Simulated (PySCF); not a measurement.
CCl4, charge +1, doublet, at a GFN2-xTB geometry (a state made from the parent by changing its charge; the spin is typed, not shown lowest); HF/6-31G run with PySCF.

Input for PySCF:
```python
from pyscf import gto, scf

mol = gto.Mole()
mol.atom = '''
    Cl    1.366389   -1.147306   -0.082551
    C    -0.000000    0.000000   -0.000000
    Cl    0.623634    1.673005   -0.047743
    Cl   -1.088535   -0.269518   -1.390178
    Cl   -0.901488   -0.256181    1.520472
'''
mol.basis = '6-31g'
mol.charge = 1
mol.spin = 1
mol.verbose = 4
mol.build()

mf = scf.UHF(mol)
mf.kernel()
mo_i, mo_e, stable_i, stable_e = mf.stability(internal=True, external=True, return_status=True, nroots=6, tol=1e-6)
print('internally stable:', stable_i, ' externally stable:', stable_e)
if not stable_i:
    umf = mf.copy()
    umf.scf_summary = {}
    umf.kernel(umf.make_rdm1(mo_i, mf.mo_occ))
```

It wrote (shortened):

```
PySCF version 2.14.0

[INPUT] verbose = 4
[INPUT] num. atoms = 5
[INPUT] num. electrons = 73
[INPUT] charge = 1
[INPUT] spin (= nelec alpha-beta = 2S) = 1
[INPUT] symmetry False subgroup None
[INPUT] Mole.unit = angstrom
[INPUT] Symbol           X                Y                Z      unit          X                Y                Z       unit  Magmom
[INPUT]  1 Cl     1.366389000000  -1.147306000000  -0.082551000000 AA    2.582100989618  -2.168094121070  -0.155998781309 Bohr   0.0
[INPUT]  2 C      0.000000000000   0.000000000000   0.000000000000 AA    0.000000000000   0.000000000000   0.000000000000 Bohr   0.0
[INPUT]  3 Cl     0.623634000000   1.673005000000  -0.047743000000 AA    1.178497461967   3.161521255028  -0.090221194365 Bohr   0.0
[INPUT]  4 Cl    -1.088535000000  -0.269518000000  -1.390178000000 AA   -2.057033027003  -0.509315205641  -2.627055684396 Bohr   0.0
[INPUT]  5 Cl    -0.901488000000  -0.256181000000   1.520472000000 AA   -1.703565424582  -0.484111928317   2.873275660070 Bohr   0.0

nuclear repulsion = 435.481907168311
number of shells = 33
number of NR pGTOs = 206
number of NR cGTOs = 61
basis = 6-31g
ecp = {}

******** <class 'pyscf.scf.uhf.UHF'> ********
method = UHF
initial guess = minao
damping factor = 0
level_shift factor = 0
DIIS = <class 'pyscf.scf.diis.CDIIS'>
diis_start_cycle = 1
diis_space = 8
diis_damp = 0
SCF conv_tol = 1e-09
SCF conv_tol_grad = None
SCF max_cycles = 50
direct_scf = True
direct_scf_tol = 1e-13
number electrons alpha = 37  beta = 36
Set gradient conv threshold to 3.16228e-05
init E= -1876.42113225147

cycle= 1 E= -1874.83406569653  delta_E= 1.59  |g|= 0.665  |ddm|= 1.89
cycle= 2 E= -1874.97734745196  delta_E= -0.143  |g|= 0.615  |ddm|= 1.45
cycle= 3 E= -1875.16600102478  delta_E= -0.189  |g|= 0.0427  |ddm|= 0.595
cycle= 4 E= -1875.16950553324  delta_E= -0.0035  |g|= 0.0222  |ddm|= 0.151
cycle= 5 E= -1875.17195132916  delta_E= -0.00245  |g|= 0.0199  |ddm|=  0.1
cycle= 6 E= -1875.17392821564  delta_E= -0.00198  |g|= 0.0205  |ddm|= 0.0746
cycle= 7 E= -1875.17100680971  delta_E= 0.00292  |g|= 0.0185  |ddm|= 0.113
cycle= 8 E= -1875.16790932945  delta_E= 0.0031  |g|= 0.0152  |ddm|= 0.18
cycle= 9 E= -1875.16742240993  delta_E= 0.000487  |g|= 0.0138  |ddm|= 0.0986
cycle= 10 E= -1875.16827265779  delta_E= -0.00085  |g|= 0.0154  |ddm|= 0.0459
cycle= 11 E= -1875.16718497265  delta_E= 0.00109  |g|= 0.0141  |ddm|= 0.0681
cycle= 12 E= -1875.16607820011  delta_E= 0.00111  |g|= 0.00976  |ddm|= 0.102
cycle= 13 E= -1875.16716843188  delta_E= -0.00109  |g|= 0.00941  |ddm|= 0.0952
cycle= 14 E= -1875.16741167718  delta_E= -0.000243  |g|= 0.00781  |ddm|= 0.0527
cycle= 15 E= -1875.16820046605  delta_E= -0.000789  |g|= 0.00669  |ddm|= 0.0875
cycle= 16 E= -1875.16863209579  delta_E= -0.000432  |g|= 0.007  |ddm|= 0.0506
cycle= 17 E= -1875.16895365243  delta_E= -0.000322  |g|= 0.0061  |ddm|= 0.0441
cycle= 18 E= -1875.16948804148  delta_E= -0.000534  |g|= 0.0078  |ddm|= 0.0715
cycle= 19 E= -1875.16902966934  delta_E= 0.000458  |g|= 0.00884  |ddm|= 0.054
cycle= 20 E= -1875.1691564017  delta_E= -0.000127  |g|= 0.00666  |ddm|= 0.0377
cycle= 21 E= -1875.1697440841  delta_E= -0.000588  |g|= 0.00635  |ddm|= 0.0712
cycle= 22 E= -1875.16992655578  delta_E= -0.000182  |g|= 0.00559  |ddm|= 0.0307
cycle= 23 E= -1875.17096064469  delta_E= -0.00103  |g|= 0.00868  |ddm|= 0.195
cycle= 24 E= -1875.17074180621  delta_E= 0.000219  |g|= 0.00459  |ddm|= 0.0611
cycle= 25 E= -1875.17106670721  delta_E= -0.000325  |g|= 0.00379  |ddm|= 0.105
cycle= 26 E= -1875.17110797729  delta_E= -4.13e-05  |g|= 0.00228  |ddm|= 0.0542
cycle= 27 E= -1875.17115762671  delta_E= -4.96e-05  |g|= 0.00547  |ddm|= 0.0707
cycle= 28 E= -1875.17115524815  delta_E= 2.38e-06  |g|= 0.00205  |ddm|= 0.0436
cycle= 29 E= -1875.17117316333  delta_E= -1.79e-05  |g|= 0.000903  |ddm|= 0.0246
cycle= 30 E= -1875.17117852693  delta_E= -5.36e-06  |g|= 0.00076  |ddm|= 0.0103
cycle= 31 E= -1875.17118502401  delta_E= -6.5e-06  |g|= 0.00069  |ddm|= 0.00921
cycle= 32 E= -1875.17118903756  delta_E= -4.01e-06  |g|= 0.00062  |ddm|= 0.00677
cycle= 33 E= -1875.17119024997  delta_E= -1.21e-06  |g|= 0.000623  |ddm|= 0.00248
cycle= 34 E= -1875.17118942487  delta_E= 8.25e-07  |g|= 0.000617  |ddm|= 0.00319
cycle= 35 E= -1875.17118985589  delta_E= -4.31e-07  |g|= 0.00059  |ddm|= 0.0023
cycle= 36 E= -1875.1711895362  delta_E= 3.2e-07  |g|= 0.000578  |ddm|= 0.00155
cycle= 37 E= -1875.17119004813  delta_E= -5.12e-07  |g|= 0.00055  |ddm|= 0.00187
cycle= 38 E= -1875.17119057341  delta_E= -5.25e-07  |g|= 0.000627  |ddm|= 0.00197
cycle= 39 E= -1875.17118962248  delta_E= 9.51e-07  |g|= 0.00058  |ddm|= 0.00232
cycle= 40 E= -1875.17118876075  delta_E= 8.62e-07  |g|= 0.000438  |ddm|= 0.00409
cycle= 41 E= -1875.17118880086  delta_E= -4.01e-08  |g|= 0.000219  |ddm|= 0.00634
cycle= 42 E= -1875.17118917278  delta_E= -3.72e-07  |g|= 0.000143  |ddm|= 0.00414
cycle= 43 E= -1875.17118921944  delta_E= -4.67e-08  |g|= 0.000104  |ddm|= 0.00165
cycle= 44 E= -1875.17118923953  delta_E= -2.01e-08  |g|= 7.35e-05  |ddm|= 0.00089
cycle= 45 E= -1875.17118929152  delta_E= -5.2e-08  |g|= 6.35e-05  |ddm|= 0.000609
cycle= 46 E= -1875.17118931763  delta_E= -2.61e-08  |g|= 4.13e-05  |ddm|= 0.000782
cycle= 47 E= -1875.17118933411  delta_E= -1.65e-08  |g|= 2.83e-05  |ddm|= 0.000641
cycle= 48 E= -1875.17118934744  delta_E= -1.33e-08  |g|= 2.29e-05  |ddm|= 0.000454
cycle= 49 E= -1875.17118935399  delta_E= -6.55e-09  |g|= 1.7e-05  |ddm|= 0.000311
cycle= 50 E= -1875.17118935819  delta_E= -4.2e-09  |g|= 1.26e-05  |ddm|= 0.00034
SCF not converged.
SCF energy = -1875.17118935819 after 50 cycles  <S^2> = 0.76494516  2S+1 = 2.0148897
uhf_internal: lowest eigs of H = [-0.12595423 -0.12588154  0.04405404  0.04410226  0.05524415  0.14546196]
<class 'pyscf.scf.uhf.UHF'> wavefunction has an internal instability
uhf_real2complex: lowest eigs of H = [0.00588964 0.00589475 0.02853701 0.03157531 0.03158171 0.08924469]
<class 'pyscf.scf.uhf.UHF'> wavefunction is stable in the real -> complex stability analysis
uhf_external: lowest eigs of H = [-3.92584342e-08  4.50926370e-03  4.51358144e-03  2.86662464e-02
  3.01789152e-02  3.01869092e-02]
<class 'pyscf.scf.uhf.UHF'> wavefunction is stable in the UHF/UKS -> GHF/GKS stability analysis
internally stable: False  externally stable: True

******** <class 'pyscf.scf.uhf.UHF'> ********
method = UHF
initial guess = minao
damping factor = 0
level_shift factor = 0
DIIS = <class 'pyscf.scf.diis.CDIIS'>
diis_start_cycle = 1
diis_space = 8
diis_damp = 0
SCF conv_tol = 1e-09
SCF conv_tol_grad = None
SCF max_cycles = 50
direct_scf = True
direct_scf_tol = 1e-13
number electrons alpha = 37  beta = 36
Set gradient conv threshold to 3.16228e-05
init E= -1875.13796975535
cycle= 1 E= -1875.17473267817  delta_E= -0.0368  |g|= 0.0849  |ddm|= 0.507
cycle= 2 E= -1875.18202270548  delta_E= -0.00729  |g|= 0.0308  |ddm|= 0.208
cycle= 3 E= -1875.18369610604  delta_E= -0.00167  |g|= 0.0166  |ddm|= 0.0672
cycle= 4 E= -1875.18554702981  delta_E= -0.00185  |g|= 0.0133  |ddm|= 0.096
cycle= 5 E= -1875.18663661514  delta_E= -0.00109  |g|= 0.0145  |ddm|= 0.0592
cycle= 6 E= -1875.18556216341  delta_E= 0.00107  |g|= 0.0139  |ddm|= 0.0591
cycle= 7 E= -1875.18263226715  delta_E= 0.00293  |g|= 0.00933  |ddm|= 0.22
cycle= 8 E= -1875.18237789777  delta_E= 0.000254  |g|= 0.00769  |ddm|= 0.0639
cycle= 9 E= -1875.18313618246  delta_E= -0.000758  |g|= 0.00764  |ddm|= 0.0832
cycle= 10 E= -1875.18298795119  delta_E= 0.000148  |g|= 0.00535  |ddm|= 0.0675
cycle= 11 E= -1875.18342828599  delta_E= -0.00044  |g|= 0.00504  |ddm|= 0.0686
cycle= 12 E= -1875.18372805418  delta_E= -0.0003  |g|= 0.00387  |ddm|= 0.0798
cycle= 13 E= -1875.18381214609  delta_E= -8.41e-05  |g|= 0.00241  |ddm|= 0.0442
cycle= 14 E= -1875.18393327585  delta_E= -0.000121  |g|= 0.00193  |ddm|= 0.0534
cycle= 15 E= -1875.18397988151  delta_E= -4.66e-05  |g|= 0.00109  |ddm|= 0.0456
cycle= 16 E= -1875.18399197798  delta_E= -1.21e-05  |g|= 0.000771  |ddm|= 0.0176
cycle= 17 E= -1875.18399460322  delta_E= -2.63e-06  |g|= 0.000507  |ddm|= 0.00884
cycle= 18 E= -1875.18399530706  delta_E= -7.04e-07  |g|= 0.00034  |ddm|= 0.00432
cycle= 19 E= -1875.18399627291  delta_E= -9.66e-07  |g|= 0.000197  |ddm|= 0.0054
cycle= 20 E= -1875.18399674595  delta_E= -4.73e-07  |g|= 0.000116  |ddm|= 0.00303
cycle= 21 E= -1875.18399696655  delta_E= -2.21e-07  |g|= 8.9e-05  |ddm|= 0.00236
cycle= 22 E= -1875.18399704496  delta_E= -7.84e-08  |g|= 6.28e-05  |ddm|= 0.000898
cycle= 23 E= -1875.1839970885  delta_E= -4.35e-08  |g|= 5.03e-05  |ddm|= 0.000691
cycle= 24 E= -1875.18399711792  delta_E= -2.94e-08  |g|= 3.69e-05  |ddm|= 0.000761
cycle= 25 E= -1875.18399713868  delta_E= -2.08e-08  |g|= 2.16e-05  |ddm|= 0.000776
cycle= 26 E= -1875.18399714599  delta_E= -7.32e-09  |g|= 1.38e-05  |ddm|= 0.000404
cycle= 27 E= -1875.18399714905  delta_E= -3.06e-09  |g|= 9.64e-06  |ddm|= 0.000256
cycle= 28 E= -1875.18399714933  delta_E= -2.71e-10  |g|= 6.65e-06  |ddm|= 0.000112
Extra cycle  E= -1875.18399714948  delta_E= -1.53e-10  |g|= 6.02e-06  |ddm|= 2.04e-05
converged SCF energy = -1875.18399714948  <S^2> = 0.78595414  2S+1 = 2.0356367
```

The run did not converge; its last values are not results.
